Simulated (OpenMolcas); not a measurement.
Se+: effect of correlating more closed shells

* Program: OpenMolcas
* Basis: ANO-RCC-VTZP [6s5p3d1f]
* Scalar Hamiltonian: DKH2, point nucleus
* Active space: 3 electrons in 3 orbitals (4p)
* State averaging: 2S+1 = 4 odd, 1 root; 2S+1 = 2 odd, 8 roots
* Spin-orbit coupling: RASSI with atomic mean-field integrals over the reference wave functions, term energies averaged over their components

Methods on the same reference wave functions:
A. CASSCF
B. SS-CASPT2, IPEA 0.25 Eh, imaginary shift 0.1 Eh (closed shells correlated: 4s)
C. SS-CASPT2, IPEA 0.25 Eh, imaginary shift 0.1 Eh (closed shells correlated: 3d 4s)
D. SS-CASPT2, IPEA 0.25 Eh, imaginary shift 0.1 Eh (closed shells correlated: 3s 3p 3d 4s)

Energies in cm-1 above 4s2 4p3 4S* 3/2, the measured ground level; measured values from NIST Handbook of Basic Atomic Spectroscopic Data.

| Level | A | B | C | D | Measured |
| --- | --- | --- | --- | --- | --- |
| 4s2 4p3 4S* 3/2 | 0.0 | 0.0 | 0.0 | 0.0 | 0.0 |
| 4s2 4p3 2D* 3/2 | 17454 | 14190 | 14300 | 14250 | 13168 |
| 4s2 4p3 2D* 5/2 | 17852 | 14640 | 14750 | 14690 | 13784 |
| 4s2 4p3 2P* 1/2 | 29530 | 24790 | 24930 | 24850 | 23038 |
| 4s2 4p3 2P* 3/2 | 30064 | 25400 | 25540 | 25470 | 23895 |

Deviations, from unrounded energies. A percentage is the sum of absolute deviations over the sum of measured energies, with the sign that they share, or ± where signs differ.

```tsv
Against measurement	Levels	A	B	C	D
mean absolute deviation (cm-1)	4	5300	1300	1400	1300
other terms of the ground configuration (%)	4	+28.4	+6.9	+7.6	+7.3
```

B, D lie about equally close to measurement and A furthest from it. The largest miss of B in the table is 4s2 4p3 2P* 1/2, by +1800 cm-1. The ranking rests on the paired levels alone, and a cruder setting can come out closer through cancelling errors.

Among B to D the level of the table that moves most is 4s2 4p3 2P* 1/2, by 140 cm-1 (lowest in B, highest in C). Moves below CASPT2's spread within the term are not significant.

The mean deviations of B to D differ by less than CASPT2's widest spread within a term (220 cm-1), so their order carries little weight.

From A to B the spin-free energies of the other terms of 4s2 4p3 shown, above 4S*, scale by factors of 0.82 to 0.84.

The lowest spin-free term lies below A's lowest term by 0.075 hartree in B, 0.126 hartree in C, 0.154 hartree in D.

What an inner shell adds also hangs on whether the basis holds functions to correlate it.

CASPT2 does not keep the components of a term degenerate, so their means are used; among the terms shown or strongly mixed into the levels shown the widest spread is 220 cm-1 (4s2 4p3 2D*, D). With the s shell closed, the reference lacks s² → p² mixing. Without dynamic correlation excited terms often stand tens of per cent too high (terms of higher spin than the ground term too low), and those without a measured partner can miss by more than the paired ones (holds for A). Measured partners are found by configuration, term and J. A level has none where our copy of the source lacks it or the pairing is in doubt (some pairs that miss far off the trend of their configuration count as doubtful), and it then counts in no deviation. Only configurations of the active space appear.

* marks odd parity.
